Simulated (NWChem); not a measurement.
# Basis-set convergence for AlCl

```xyz
2

Al     0.0000     0.0000    -1.2253
Cl     0.0000     0.0000     0.9370
```
Charge 0, spin multiplicity 1.

The numbers come from NWChem runs, not from measurements. Structure: optimised with PBE/def2-SVP, a minimum by its harmonic frequencies.

Quantity: LUMO energy at the level PBE.

The Pople sets run with spherical d functions. The structure started from a generated list of species.

Question: In def2-QZVP the value is -2.42 eV. Among def2-SVP, cc-pVDZ, 6-31+G*, 6-311G**, aug-cc-pVDZ, aug-pcseg-1, pcseg-2, cc-pVTZ, cc-pVQZ, which is the smallest basis within 0.1 eV of it?

Answer: cc-pVDZ, with 36 functions against 140 (also within reach: 6-31+G*, 6-311G**, aug-cc-pVDZ, aug-pcseg-1, pcseg-2, cc-pVTZ, cc-pVQZ). def2-QZVP isn't the basis-set limit itself, and a small set can land close by cancellation.

```
basis        functions  LUMO energy (eV)
-----------  ---------  ----------------
def2-SVP            36             -2.28
cc-pVDZ             36             -2.35
6-31+G*             44             -2.49
6-311G**            52             -2.49
aug-cc-pVDZ         54             -2.46
aug-pcseg-1         54             -2.48
pcseg-2             68             -2.43
cc-pVTZ             68             -2.38
cc-pVQZ            118             -2.41
def2-QZVP          140             -2.42
```
